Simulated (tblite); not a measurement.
C7H10B2.
Structure used (GFN2-xTB), in Å, numbered top down from 1:
```
atom  x, y, z in Å
B1     1.918   -1.184    1.230
C2     1.450   -0.506   -0.110
B3     2.454    0.686   -0.315
C4    -0.001   -0.133   -0.162
C5    -0.831   -0.690   -1.128
C6    -2.173   -0.358   -1.189
C7    -2.708    0.544   -0.286
C8    -1.891    1.107    0.680
C9    -0.552    0.770    0.742
H10    1.270   -1.094    2.199
H11    2.921   -1.784    1.253
H12    1.676   -1.227   -0.905
H13    3.564    0.461   -0.603
H14    2.097    1.791   -0.184
H15   -0.424   -1.395   -1.842
H16   -2.804   -0.806   -1.944
H17   -3.755    0.806   -0.333
H18   -2.301    1.812    1.389
H19    0.081    1.209    1.500
```

Computed values, GFN2-xTB/tblite, gas phase, harmonic and unscaled. Against measured fundamentals such values can be off by several per cent, at times by over 20. Modes of hydrogen on boron can be 10 to 20 % off. One conformer, not necessarily the lowest.

Harmonic wavenumbers (cm⁻¹): 66.2, 127.7, 183.2, 191.4, 220.4, 255.8, 290.3, 374.8, 438.0, 505.9, 519.4, 591.8, 669.7, 730.2, 749.4, 761.6, 806.5, 822.6, 876.9, 895.5, 898.2, 927.4, 931.3, 946.7, 968.0, 997.5, 1014.0, 1087.5, 1122.9, 1178.7, 1182.9, 1190.0, 1202.3, 1207.6, 1269.2, 1303.9, 1329.0, 1441.3, 1480.4, 1589.8, 1604.4, 2639.6, 2644.9, 2674.7, 2680.0, 2904.8, 3049.9, 3068.1, 3072.6, 3080.1, 3089.5.

A = 3619, B = 1138, C = 1027 MHz; mass 116.097 u (most abundant isotopes); point group Cs, symmetry number 1.

**Question.** Zero-point energy?

**Answer.** Half the sum of the wavenumbers: 31927 cm⁻¹ = 91.28 kcal/mol.

**Question.** Entropy at 298.15 K, 1 bar (ideal gas, RRHO, classical rotation)?

**Answer.** Translation 40.19, rotation 28.72, vibration 23.54: S = 92.4 cal/(mol K).

**Question.** And Cp and H(298.15 K) − H(0)?

**Answer.** Cp = 37.98 cal/(mol K), of which vibrations give 30.03 (their classical limit is 51 R = 101.3); H(298.15 K) − H(0) = 6.42 kcal/mol without the zero-point energy, 4.05 from vibrations.

**Question.** What must be added to the electronic energy to get the Gibbs energy at 298.15 K and 1 bar?

**Answer.** ZPE + [H(298.15 K) − H(0)] − T·S = 91.28 + 6.42 − 27.56 = 70.14 kcal/mol.

**Question.** How do the functions run with temperature in this model?

**Answer.** 
```tsv
T (K)	S (cal/(mol K))	Cp (cal/(mol K))	H − H(0) (kcal/mol)	G − H(0) (kcal/mol)	ln q(vib)
50	56.1	10.9	0.45	-2.36	0.20
100	65.3	16.3	1.13	-5.41	0.89
373.15	101.9	46.4	9.60	-28.43	6.76
500	117.2	58.4	16.28	-42.34	9.86
750	144.2	74.2	33.01	-75.10	16.02
1000	166.9	84.0	52.87	-114.07	21.88
```

q(vib) and H(0) count from the zero-point level.

**Question.** Blend soft modes into free rotors: weight 1/[1 + (100 cm⁻¹/ν̃)⁴] for the oscillator and the rest for a rotor with moment μB/(μ + B), μ = h/(8π²ν), B = 10⁻⁴⁴ kg m². What vibrational entropy results?

**Answer.** 22.62 cal/(mol K) in place of 23.54, which changes −T·S at 298.15 K by +0.27 kcal/mol.

Hindered rotation and anharmonicity are outside this model. Other conformers, if any are populated, would add a mixing term that is left out.

Time: 1.1 s wall. Hardware: one thread of an Arm Neoverse N1, shared host with 64 logical CPUs at a one-minute load of 60. This covers the Hessian and the dipole derivatives.
